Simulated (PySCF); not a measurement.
## Structure from NMR data

An unknown has the formula C8H13N. Its calculated NMR data are:

1H NMR (500 MHz, computed): δ 3.65 (s, 3H), 2.97 (d, 2H), 2.70 (sept, 1H), 1.37 (t, 1H), 1.10 (d, 6H).

13C{1H} NMR (computed): δ 175.7 (C), 84.1 (C), 75.5 (CH), 47.1 (CH), 39.0 (CH3), 21.4 (CH3, 2C), 16.9 (CH2).

Computed data (PySCF): NMR shieldings at PBE0/pcSseg-1/GIAO, GFN2-xTB structure. No relativistic terms, in vacuum, one conformer, rapidly exchanging positions averaged.

Referencing at the same level of theory: 1H (σref 31.72), 13C (σref 186.93) vs TMS.

Question: Choose the structure that fits.
A. CCCc1ccn(C)c1
B. C1=CCN(C2CCC2)C1
C. C#CC/C(=N\C)C(C)C

Answer: C. 

Rings plus π bonds: 3 (no ring in the answer). 7 carbon signals for 8 carbons: some carbons are equivalent by symmetry or fast rotation. Carbon types of the structure: 2 × C, 2 × CH, 1 × CH2, 3 × CH3, which accounts for all hydrogens. δC 175.7: C=N carbon. δC 84.1: alkyne carbon; sp carbons lie upfield of alkene carbons because the cylindrical π system leaves one tensor component strongly shielded. δC 75.5: terminal alkyne carbon; sp carbons lie upfield of alkene carbons because the cylindrical π system leaves one tensor component strongly shielded. δC 47.1: sp3 CH; saturated and bonded to C and H only. δH 1.37: hydrogen on a terminal alkyne carbon; it lies on the axis of the triple bond, in its shielding cone.

The others: C1=CCN(C2CCC2)C1 would give 5 carbon signals, not 7; CCCc1ccn(C)c1 would give 8 carbon signals, not 7.

Shifts are as computed. Against solution values, carbons near 30 ppm lie about +3 ppm off and those near 130 ppm about +5 ppm. Of 1211 compounds with measured shifts, 218 miss one by over three times the rms of a fit or turn the order of signals round; such compounds aren't used in these exercises. Multiplicities follow the n + 1 count of equivalent neighbours, as no J values were calculated; m marks all less simple cases, F and P coupling included.
